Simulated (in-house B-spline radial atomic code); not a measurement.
**Functionals against successive ionisation energies: I to I⁶⁺**

Ionisation energies as differences of self-consistent total energies from a B-spline radial code for spherical atoms: all electrons, radial basis limit, scalar-relativistic (one-electron X2C), spin-polarised at highest spin, spherical densities; exact exchange is averaged over the determinants of each configuration. No spin-orbit coupling, Breit or QED terms. NIST's values run from ground level to ground level, so in open shells the differences also hold multiplet and fine-structure energies that spherical high-spin averages miss. For p electrons of heavy elements the spin-orbit part alone reaches an electronvolt or more. Columns give computed minus NIST, in eV; a star marks a semi-empirical value. Species are left out where the tabulated value is theory, is uncertain by more than 0.12 eV, or (13 ions, such as In⁴⁺, Te⁴⁺ and Bi⁴⁺) lies off its series for all methods alike, which flatters the means a little.

```json
{"species": "I", "shell": "5p", "NIST (eV)": "10.45", "LDA VWN5": "+0.38", "PBE": "+0.11", "SCAN": "+0.20", "PBE0": "+0.12", "BHandHLYP": "+0.04"}
{"species": "I⁺", "shell": "5p", "NIST (eV)": "19.13", "LDA VWN5": "-0.05", "PBE": "-0.49", "SCAN": "-0.64", "PBE0": "-0.47", "BHandHLYP": "-0.38"}
{"species": "I²⁺", "shell": "5p", "NIST (eV)": "29.57 ± 0.03", "LDA VWN5": "+0.83", "PBE": "+0.71", "SCAN": "+1.17", "PBE0": "+0.84", "BHandHLYP": "+0.67"}
{"species": "I³⁺", "shell": "5p", "NIST (eV)": "40.36 ± 0.03", "LDA VWN5": "+0.04", "PBE": "-0.21", "SCAN": "+0.08", "PBE0": "-0.15", "BHandHLYP": "-0.27"}
{"species": "I⁴⁺", "shell": "5p", "NIST (eV)": "51.52 ± 0.04", "LDA VWN5": "-0.76", "PBE": "-1.18", "SCAN": "-1.20", "PBE0": "-1.17", "BHandHLYP": "-1.12"}
{"species": "I⁶⁺", "shell": "5s", "NIST (eV)": "87.61 ± 0.06*", "LDA VWN5": "+1.40", "PBE": "+0.93", "SCAN": "+0.33", "PBE0": "+0.44", "BHandHLYP": "+0.34"}
```

(1) How do the methods rank, and which species is hardest?

Answers

(1) Mean absolute (signed) differences: BHandHLYP 0.47 (-0.12) eV; PBE0 0.53 (-0.07) eV; LDA VWN5 0.58 (+0.30) eV; SCAN 0.60 (-0.01) eV; PBE 0.60 (-0.02) eV. For I⁴⁺, which loses a 5p electron, the nearest method is off by -0.76 eV, the largest such miss.
